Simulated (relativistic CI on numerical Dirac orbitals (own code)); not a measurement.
## Level scheme of In2+

These numbers are calculated, not measured: Dirac-Coulomb-Breit CI, KLI orbitals optimised for each configuration, a model potential for QED, valence Slater integrals scaled by 0.85, P86 correlation energy added to each configuration (own radial code, finite nucleus).

Configuration list (outside the closed core [Kr]): 4d¹⁰5s, 4d¹⁰5p, 4d¹⁰5d, 4d¹⁰6s, 4d⁹5s², 4d¹⁰6p, 4d¹⁰4f, 4d¹⁰7s, 4d¹⁰6d, 4d¹⁰7p, 4d¹⁰5f, 4d⁹5s4f, 4d¹⁰5g, 4d⁸5s5p², 4d⁹5s5p, 4d¹⁰8s. Levels of other configurations are missing.

The lowest level is 4d¹⁰5s ²S1/2, with 100 % of that term; Hund's rules for 4d¹⁰5s give ²S with J = 1/2, in agreement.

```csv
No.,Configuration,Term,J,E (cm⁻¹),%,Next component (%),jj configuration (%)
1,4d¹⁰5s,²S,1/2,0.0,100,,5s (100)
2,4d¹⁰5p,²P°,1/2,55096.0,100,,5p1/2 (100)
3,4d¹⁰5p,²P°,3/2,58989.7,100,,5p3/2 (100)
4,4d⁹5s²,²D,5/2,120775.0,58,42 4d¹⁰5d ²D,4d5/2^5 (58)
5,4d¹⁰6s,²S,1/2,120887.5,100,,6s (100)
6,4d¹⁰5d,²D,3/2,121797.7,96,4 4d⁹5s² ²D,5d3/2 (96)
7,4d¹⁰5d,²D,5/2,123630.3,58,42 4d⁹5s² ²D,5d5/2 (58)
8,4d⁹5s²,²D,3/2,129016.3,96,4 4d¹⁰5d ²D,4d3/2^3 4d5/2^6 (96)
9,4d¹⁰6p,²P°,1/2,138305.4,100,,6p1/2 (100)
10,4d¹⁰6p,²P°,3/2,139506.9,100,,6p3/2 (100)
11,4d¹⁰4f,²F°,7/2,157936.4,100,,4f7/2 (100)
12,4d¹⁰4f,²F°,5/2,157951.4,99,1 4d⁹5s5p ²F°,4f5/2 (99)
13,4d⁹5s5p,⁴P°,5/2,162028.4,92,7 ⁴D°,4d5/2^5 5s 5p1/2 (70)
14,4d¹⁰7s,²S,1/2,162682.4,100,,7s (100)
15,4d¹⁰6d,²D,3/2,164010.3,100,,6d3/2 (100)
16,4d¹⁰6d,²D,5/2,164164.6,100,,6d5/2 (100)
17,4d⁹5s5p,⁴P°,3/2,166161.6,81,10 ⁴D°,4d5/2^5 5s 5p3/2 (40)
18,4d⁹5s5p,⁴F°,7/2,166230.1,77,12 ²F°,4d5/2^5 5s 5p1/2 (67)
19,4d⁹5s5p,⁴F°,5/2,166591.3,63,29 ²F°,4d5/2^5 5s 5p1/2 (74)
20,4d⁹5s5p,⁴F°,9/2,167777.5,100,,4d5/2^5 5s 5p3/2 (100)
21,4d⁹5s5p,⁴F°,3/2,169762.5,87,5 ⁴P°,4d3/2^3 4d5/2^6 5s 5p1/2 (65)
22,4d⁹5s5p,⁴P°,1/2,169933.1,87,7 ²P°,4d3/2^3 4d5/2^6 5s 5p3/2 (53)
23,4d¹⁰7p,²P°,1/2,170490.3,99,1 4d⁹5s5p ⁴P°,7p1/2 (99)
24,4d¹⁰7p,²P°,3/2,171064.2,99,1 4d⁹5s5p ²P°,7p3/2 (99)
25,4d⁹5s5p,⁴D°,7/2,172856.7,83,13 ²F°,4d5/2^5 5s 5p3/2 (95)
26,4d⁹5s5p,²F°,5/2,173002.8,43,41 ⁴D°,4d5/2^5 5s 5p3/2 (67)
27,4d⁹5s5p,²D°,3/2,174435.0,54,27 ⁴D°,4d5/2^5 5s 5p1/2 (32)
28,4d⁹5s5p,⁴F°,5/2,175207.6,29,26 ²F°,4d3/2^3 4d5/2^6 5s 5p3/2 (38)
29,4d⁹5s5p,⁴D°,1/2,176690.5,50,38 ²P°,4d3/2^3 4d5/2^6 5s 5p3/2 (50)
30,4d⁹5s5p,²P°,3/2,177628.8,81,16 ⁴D°,4d3/2^3 4d5/2^6 5s 5p1/2 (62)
31,4d⁹5s5p,²P°,1/2,177955.6,55,44 ⁴D°,4d3/2^3 4d5/2^6 5s 5p1/2 (52)
32,4d⁹5s5p,²F°,7/2,178426.5,69,18 ⁴F°,4d3/2^3 4d5/2^6 5s 5p3/2 (87)
33,4d⁹5s5p,²D°,3/2,179394.1,43,43 ⁴D°,4d3/2^3 4d5/2^6 5s 5p3/2 (69)
34,4d¹⁰5f,²F°,5/2,180501.4,98,1 4d⁹5s5p ²F°,5f5/2 (98)
35,4d¹⁰5f,²F°,7/2,180530.1,92,7 4d⁹5s5p ²F°,5f7/2 (92)
36,4d¹⁰5g,²G,9/2,180984.5,100,,5g9/2 (100)
37,4d¹⁰5g,²G,7/2,180984.5,100,,5g7/2 (100)
38,4d⁹5s5p,²D°,5/2,181015.7,68,26 ⁴D°,4d3/2^3 4d5/2^6 5s 5p3/2 (76)
39,4d¹⁰8s,²S,1/2,182630.4,100,,8s (100)
40,4d⁹5s5p,²P°,3/2,197207.0,95,3 ²D°,4d5/2^5 5s 5p3/2 (73)
41,4d⁹5s5p,²F°,7/2,197409.0,99,1 4d¹⁰5f ²F°,4d5/2^5 5s 5p3/2 (74)
42,4d⁹5s5p,²D°,5/2,201160.0,61,38 ²F°,4d5/2^5 5s 5p3/2 (59)
43,4d⁹5s5p,²P°,1/2,203495.3,99,,4d3/2^3 4d5/2^6 5s 5p3/2 (69)
44,4d⁹5s5p,²F°,5/2,204930.1,61,38 ²D°,4d3/2^3 4d5/2^6 5s 5p3/2 (63)
45,4d⁹5s5p,²D°,3/2,208508.0,96,3 ²P°,4d3/2^3 4d5/2^6 5s 5p3/2 (70)
```

Energies count from the lowest computed level; ° marks odd parity. Filled j subshells are mostly left out of the jj labels.

The mean weight of the leading LS term, summed over parents, in these 45 levels is 84 %, and that of the leading jj configuration (from the same eigenvectors) 80 %.

Correlation outside the listed configurations is missing or only estimated: errors of thousands of cm⁻¹ between configurations and terms are usual at this charge. Rates and lifetimes follow the computed energies and can be off by large factors. The fine structure of a lone outer electron comes out too small, for d and f at times inverted, and misplaced configurations move strength between like terms. 15 of the 17 excited levels that our extract of the measured tables holds in this range could be paired (the sources list more); they are missed by 5433 cm⁻¹ on average and 6747 at most, and levels without a partner can miss by more.

LS names give the leading component of a level, which can be under half, so a name can repeat, a term be missing and a line seem to break the LS rules.
